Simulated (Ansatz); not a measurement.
Species: SiF$_{3}$ (charge -1, singlet). It need not be the lowest isomer of its formula. Whether it binds its extra electron was not tested at this geometry. 
Structure (B3LYP-D3(BJ)/def2-TZVP (Ansatz, a program for electronic structure) minimum search):
SMILES: F[Si-](F)F
```xyz
4

Si     0.1073    -0.1624     0.5279
F     -0.3705     1.4178     0.2004
F      1.3040    -0.2484    -0.6523
F     -1.1003    -0.9168    -0.3694
```
Charge -1, spin multiplicity 1.

Parts of the frozen-core correlation energy in STO-3G (Ansatz, hartree). Frozen orbitals: 8; correlated occupied orbitals by spin: 13 and 13; virtual: 3 and 3. No spin-orbit coupling. Non-relativistic.

| term | value |
|---|---|
| reference (HF) | -579.60122 |
| MP2 opposite-spin | -0.05121 |
| MP2 same-spin | -0.00855 |
| CCSD correlation | -0.07352 |
| (T) | -0.00376 |
| FCI minus CCSD(T) | -0.00060 |
| T1 diagnostic | 0.010 |
| largest doubles amplitude | 0.064 |
